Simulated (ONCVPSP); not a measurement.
**Tc (Z = 43) ONCV: all-electron and pseudo phase curves**

Tc, optimised norm-conserving Vanderbilt (ONCV), made with ONCVPSP 4.0.1 (PBE, scalar-relativistic). Core [Ar] 3d10, reference 4s2 4p6 4d5 5s2. Waves: 4s+5s: rc 1.90 bohr, ncon 4, nbas 6, qcut 7.1 1/bohr, 3 projectors, debl 0.6 Ha; 4p: rc 1.10 bohr, ncon 3, nbas 6, qcut 6.7 1/bohr, 2 projectors, debl 3.6 Ha; 4d: rc 1.90 bohr, ncon 3, nbas 8, qcut 7.8 1/bohr, 2 projectors, debl 3.9 Ha. Local part: polynomial inside 1.05 bohr (lpopt 3, dvloc0 3 Ha). Core correction: Teter function fitted to the true core (icmod 2), fcfact 0.7.

The phase is arctan(r·R′/R) of the radial function R(r), unwrapped; energies in Ha, scanned from -4 to 5 Ha. A pole is an energy at which the radial function vanishes at the test radius. The pseudo phase is shifted by a multiple of π to meet the all-electron one at the reference energy, and phase errors are pseudo minus all-electron; the curves can meet again beyond the range given. Levels narrower than the energy grid can be missing from the lists of poles.

```
channel  radius (bohr)  reference energy (Ha)  poles, all-electron  poles, pseudo  unbroken range about the reference energy with phases within 0.05 rad  phase error 1 Ha above the reference energy (rad)
      s           1.93                  -0.19          -2.51, 4.12    -2.51, 4.12                                                        the whole range                                             +0.000
      p           1.12                  -1.67                 3.92           3.92                                                        the whole range                                             +0.000
      d           1.93                  -0.24                 0.53           0.53                                                        the whole range                                             +0.000
```

Phases in the p channel:

| E (Ha) | all-electron | pseudo |
| --- | --- | --- |
| -3.98 | 0.366 | 0.364 |
| -3.50 | 0.073 | 0.072 |
| -3.02 | -0.259 | -0.260 |
| -2.54 | -0.568 | -0.568 |
| -2.06 | -0.812 | -0.812 |
| -1.58 | -0.991 | -0.991 |
| -1.10 | -1.120 | -1.120 |
| -0.62 | -1.216 | -1.216 |
| -0.14 | -1.289 | -1.289 |
| 0.34 | -1.346 | -1.346 |
| 0.82 | -1.393 | -1.393 |
| 1.30 | -1.431 | -1.431 |
| 1.78 | -1.464 | -1.464 |
| 2.26 | -1.492 | -1.492 |
| 2.74 | -1.518 | -1.518 |
| 3.22 | -1.540 | -1.540 |
| 3.70 | -1.561 | -1.562 |
| 4.18 | -1.581 | -1.582 |
| 4.66 | -1.600 | -1.601 |
